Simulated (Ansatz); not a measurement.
Consider the formal exchange of groups at the Si–I bond: `CS[SiH2]I` + `OO` → `CS[SiH2]O` + `OI`.

Isolated molecules relaxed with PBE0-D4/def2-TZVP in Ansatz; ΔE leaves out vibrations. CBS: MP2 limit from def2 TZ/QZ plus the TZ coupled-cluster correction, frozen cores. This one scheme is used for every species. DFT in def2-TZVPP. def2 core potentials past Kr. For I outer-core shells are correlated without core-valence functions, which leaves a few kJ/mol of doubt a bond. Each species was taken in one conformer, which may not be the lowest.

`CS[SiH2]I`:

Cartesian coordinates in Å:
```
C -1.340 0.079 -0.757
S -0.845 -0.761 0.774
Si 1.220 -0.332 0.770
I 1.683 2.071 0.918
H -2.408 -0.098 -0.877
H -0.812 -0.330 -1.618
H -1.160 1.151 -0.681
H 1.796 -1.000 1.958
H 1.867 -0.780 -0.486
```

`OO`:

Z-matrix (Å, degrees):
```
O
O 1 1.426
H 1 0.965 2 101.1
H 2 0.965 1 101.1 3 113.4
```

`CS[SiH2]O`:

Cartesian coordinates in Å:
```
C 0.447 0.730 1.480
S 0.371 1.352 -0.227
Si -0.654 -0.258 -1.148
O 0.184 -1.675 -1.122
H 0.984 -0.216 1.529
H -0.555 0.610 1.892
H 0.984 1.475 2.065
H -0.912 0.222 -2.530
H -1.906 -0.573 -0.423
H 1.058 -1.667 -1.517
```

`OI`:

Z-matrix (Å, degrees):
```
O
I 1 1.974
H 1 0.964 2 105.3
```

(1) Is it downhill or uphill in electronic energy at CCSD(T)/CBS, and by how much? (Best estimate.)

(2) What do these levels give: BLYP-D4, B97M-V, RPA@PBE/def2-TZVPP, CCSD(T)/def2-SVP, SCS-MP2/def2-TZVPP, SCS-MP2/def2-QZVPP? (Best estimate.)

Largest T1 diagnostic among the species: 0.011.

Results:

(1) Ansatz gave: Downhill: ΔE = -2.10 eV.

(2) The calculation gave: BLYP-D4 -2.03, B97M-V -2.16, RPA@PBE/def2-TZVPP -1.99, CCSD(T)/def2-SVP -1.67, SCS-MP2/def2-TZVPP -2.14, SCS-MP2/def2-QZVPP -2.19 eV.

In def2-TZVPP, CCSD(T) changes the Hartree–Fock value by +0.14 eV (the triples alone add +0.03 eV) and MP2 by +0.09 eV. At CCSD(T), def2-SVP lies +0.42 eV from the extrapolated value and def2-TZVPP +0.05 eV.
